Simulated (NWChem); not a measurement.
Lowest excitation of H4Al2F2

```xyz
8

Al     0.0000     0.0000    -1.4249
Al     0.0000     0.0000     1.4249
F     -1.1815     0.0000     0.0000
H      0.0000     1.4146    -2.1119
H      0.0000    -1.4146    -2.1119
F      1.1815     0.0000     0.0000
H      0.0000     1.4146     2.1119
H      0.0000    -1.4146     2.1119
```
Charge 0, spin multiplicity 1.

All runs are NWChem calculations. Structure: optimised with B3LYP/def2-SVP, a minimum by its harmonic frequencies.

Basis set: 6-31+G*.

Costs are rough ratios of processor time within this set of runs, SCF included, with CIS as 1.

The correlated methods keep 12 core orbitals frozen. B3LYP has NWChem's definition, with VWN1-RPA local correlation. The Pople sets run with spherical d functions. The structure started from a generated list of species. Coupled-cluster values serve here as a point of comparison, not as the truth.

```json
[
 {"method": "CIS", "lowest vertical singlet excitation energy (eV)": "?", "relative cost": "1"},
 {"method": "TD-PBE", "lowest vertical singlet excitation energy (eV)": "?", "relative cost": "under 3"},
 {"method": "TD-B3LYP", "lowest vertical singlet excitation energy (eV)": "6.45", "relative cost": "under 3"},
 {"method": "TD-BHandHLYP", "lowest vertical singlet excitation energy (eV)": "?", "relative cost": "3"},
 {"method": "EOM-CCSD", "lowest vertical singlet excitation energy (eV)": "?", "relative cost": "20"}
]
```

**Question.** Complete the blanks.

**Answer.** 
- CIS, lowest vertical singlet excitation energy (eV): 7.94
- TD-PBE, lowest vertical singlet excitation energy (eV): 5.80
- TD-BHandHLYP, lowest vertical singlet excitation energy (eV): 7.10
- EOM-CCSD, lowest vertical singlet excitation energy (eV): 6.98
